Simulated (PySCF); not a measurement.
Compound: Ta(NH)(NH2)3 (singlet state).
Geometry (PBE0-D3(BJ)/def2-SVP, Å), atoms numbered from 1 in this order:
```xyz
12
H7N4Ta angstrom
Ta     0.0061   -0.0031    0.1796
N      0.0162    0.0090    1.9484
H      0.0240    0.0119    2.9597
N      1.9099   -0.0394   -0.4359
H      2.2070   -0.0339   -1.4090
H      2.7328   -0.0659    0.1577
N     -0.9226    1.6586   -0.4420
H     -1.2977    2.3941    0.1486
H     -1.1033    1.8945   -1.4152
N     -0.9690   -1.6432   -0.4229
H     -1.0944   -1.9207   -1.3937
H     -1.3933   -2.3446    0.1759
```

Method: PBE0-D3(BJ)/def2-SVP geometry optimisation, gas phase, def2 core potentials past Kr (PySCF).

Task: Which atoms are bound to Ta1, and at what distances?

Result: 4 atoms: N2 1.769 Å, N10 2.001 Å, N4 2.001 Å, N7 2.002 Å. The nearest atom not counted as bound is H11, at 2.71 Å (others tie with it).

Task: List the angles at Ta1.

Result: 
```
     angle  degrees  distance of the outer atoms (Å)
 N4–Ta1–N7    111.1                             3.30
N7–Ta1–N10    111.1                             3.30
N4–Ta1–N10    110.9                             3.30
N2–Ta1–N10    108.0                             3.05
 N2–Ta1–N7    107.9                             3.05
 N2–Ta1–N4    107.6                             3.05
```

Task: What is the shape at Ta1?

Result: Tetrahedral: angles from 107.6° to 111.1°; τ4 = (360° − α − β)/141° = 0.98 with α and β the two widest (0 for a square, 1 for a tetrahedron). The Ta–N distances aren't all alike: 1.769 to 2.002 Å.

Task: What are the other bond lengths?

Result: N2–H3 1.011 Å; N4–H5 and 5 like bonds 1.016 Å.

Charge 0, singlet. PBE0-D3(BJ)/def2-SVP frequencies: not computed here.
